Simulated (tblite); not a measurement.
Isomers of C5H8F3NSi. Computed with GFN2-xTB (tblite): harmonic, unscaled wavenumbers at the GFN2-xTB geometry, gas phase. This tight-binding method is rough: wavenumbers can miss measured ones by several per cent, in bad cases by 10 to 20. Modes of hydrogen on silicon can be 10 to 20 % off. One conformer each.

Electronic energies: GFN2-xTB at the same geometries; isomer energies are rough at this level and their order can be wrong.

```
                           SMILES  electronic energy, lowest = 0 (kJ/mol)
C/N=C/[C@@H]1[SiH2][C@@]1(F)C(F)F                                   175.0
         CC#C[Si@@](C)(N)C(F)(F)F                                   118.8
      FC(F)=C(F)[C@@H]1CCN[SiH2]1                                     0.0
```

Question: How do GFN2-xTB zero-point energies change the relative energies?

Answer: 
| SMILES | ZPE (kJ/mol) | of it from modes above 1550 cm⁻¹ | electronic (kJ/mol) | with ZPE, lowest = 0 (kJ/mol) | lowest mode (cm⁻¹) | rings |
| --- | --- | --- | --- | --- | --- | --- |
| FC(F)=C(F)[C@@H]1CCN[SiH2]1 | 325.1 | 147.1 | 0.0 | 0.0 | 39 | 1 |
| CC#C[Si@@](C)(N)C(F)(F)F | 320.3 | 164.3 | 118.8 | 114.0 | 14 | 0 |
| C/N=C/[C@@H]1[SiH2][C@@]1(F)C(F)F | 316.0 | 145.1 | 175.0 | 165.9 | 35 | 1 |

The zero-point energies span 9.1 kJ/mol, from `C/N=C/[C@@H]1[SiH2][C@@]1(F)C(F)F` to `FC(F)=C(F)[C@@H]1CCN[SiH2]1`. The order is unchanged.
